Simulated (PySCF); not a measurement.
A species of formula C4H9Br has this rotational fingerprint, computed with PBE0-D3(BJ)/def2-SVP geometry optimisation, gas phase in PySCF 2.14.0:

```
Rotational constants : A = 3866, B = 2267, C = 1519 MHz
Dipole components    : |μa| = 1.82 D, |μb| = 1.02 D, |μc| = 0.27 D
Inertial defect      : -21.01 u·Å²
κ                    : -0.36
```

**Question.** Which structure is it? (One computed conformer of each.)
A. `[CH3:1][CH2:2][C@H:3]([CH3:4])[Br:5]` with C1–C2–C3–C4 -174°
B. `[CH3:1][CH:2]([CH3:3])[CH2:4][Br:5]` with C1–C2–C4–Br5 -64°
C. `C(C)(Br)(C)C`
D. `[CH3:1][CH2:2][CH2:3][CH2:4][Br:5]` with C1–C2–C3–C4 179°, C2–C3–C4–Br5 179°

**Answer.** A. It is CC[C@H](C)Br, an asymmetric top, point group C1. The candidates at the same level (rigid rotor, commonest isotopes):

```tsv
SMILES	A (MHz)	B (MHz)	C (MHz)	μa (D)	μb (D)	μc (D)	Δ (u·Å²)	point group	rotor
CCCCBr	15973	913.8	883.5	2.04	0.72	0.01	-12.66	–	near-prolate asymmetric top
CC(C)(C)Br	4546	2042	2042	2.23	0.00	0.00	-111.11	C3v	prolate symmetric top
CC(C)CBr	7504	1412	1251	1.94	0.56	0.22	-21.44	C1	near-prolate asymmetric top
CC[C@H](C)Br	3866	2267	1519	1.82	1.02	0.27	-21.01	C1	asymmetric top
```

`CCCCBr` has A 313 % too high; `CC(C)(C)Br` has C 34 % too high; `CC(C)CBr` has A 94 % too high. No structure here is proved a minimum.
